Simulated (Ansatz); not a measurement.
Ansatz (a first-principles code) input (B3LYP-D3(BJ)/def2-TZVP):

Ansatz 0.2 input:
```yaml
crystal:
  periodic: [false, false, false]
  atoms:
    - {symbol: Cu, position_ang: [-0.90028749, -0.76933175, -0.80398283]}
    - {symbol: O, position_ang: [0.29353264, -0.04774503, 0.21793563]}
    - {symbol: H, position_ang: [0.55956840, 0.82846425, 0.52786154]}
basis:
  gaussian:
    orbitals: def2-TZVP
hamiltonian:
  xc: b3lyp
  dispersion: d3bj
total_charge: 1
magnetization: {spin_polarized: true, initial_magnetization: 1}
relax: {f_tol: 0.002, max_steps: 150}
```

End of the output:

```
relax step   4: F+E_penalty+E_count = -46696.88631908 eV  Δ(F+E_penalty+E_count) = -5.011e-3 eV  max|allowed force component| = 4.368e-1 eV/Å  Δτ_max = 0.0287 Å  (54 SCF iters, accepted)
these checks for a lower state are left out or cut short: starts, cluster_reference, orbital_swaps, neighbouring_geometries, increment
integrals: 0.02 GiB planned
737 factors; their error is unknown
mean field: 0.29 GiB planned
mean field -46696.84730761 eV, -1716.0774862947 hartree, gradient 3.5e-6 eV, S^2 0.756579; 0 other end points of the search recorded, 0 dependent functions left out
the calculation of the forces begins
reference -46696.84749399 eV, -1716.0774931442 hartree; 19, 18 occupied and 63, 64 virtual orbitals, 737 factors
relax step   5: F+E_penalty+E_count = -46696.89300614 eV  Δ(F+E_penalty+E_count) = -6.687e-3 eV  max|allowed force component| = 8.690e-2 eV/Å  Δτ_max = 0.0264 Å  (55 SCF iters, accepted)
these checks for a lower state are left out or cut short: starts, cluster_reference, orbital_swaps, neighbouring_geometries, increment
integrals: 0.02 GiB planned
737 factors; their error is unknown
mean field: 0.29 GiB planned
mean field evaluation 96: about -46696.8477 eV, gradient 2.4e-5 eV
mean field -46696.84769086 eV, -1716.0775003791 hartree, gradient 2.4e-6 eV, S^2 0.756606; 0 other end points of the search recorded, 0 dependent functions left out
the calculation of the forces begins
reference -46696.84787721 eV, -1716.0775072270 hartree; 19, 18 occupied and 63, 64 virtual orbitals, 737 factors
relax step   6: F+E_penalty+E_count = -46696.89343408 eV  Δ(F+E_penalty+E_count) = -4.279e-4 eV  max|allowed force component| = 1.480e-3 eV/Å  Δτ_max = 0.0074 Å  (60 SCF iters, accepted)
integrals: 0.02 GiB planned
737 factors; their error is unknown
mean field: 0.29 GiB planned
mean field evaluation 128: about -46696.8477 eV, gradient 5.6e-5 eV
mean field -46696.84769086 eV, -1716.0775003791 hartree, gradient 2.4e-6 eV, S^2 0.756606; 4 other end points of the search recorded, 0 dependent functions left out
the calculation of the forces begins
reference -46696.84787721 eV, -1716.0775072270 hartree; 19, 18 occupied and 63, 64 virtual orbitals, 737 factors
Total energy: -46696.89362042 eV, -1716.0791882593 hartree
Atom 0 at    -0.922837    -0.736297    -0.817924 Å, force    -0.000029     0.000570     0.000042 eV/Å
Atom 1 at     0.374813    -0.100659     0.275788 Å, force     0.000708    -0.001480     0.000387 eV/Å
Atom 2 at     0.500837     0.848343     0.483950 Å, force    -0.000678     0.000910    -0.000429 eV/Å
Dipole moment:    -0.262464     0.181918    -0.185542 e Å
```

The spin state was set by rule; other spins were not relaxed.
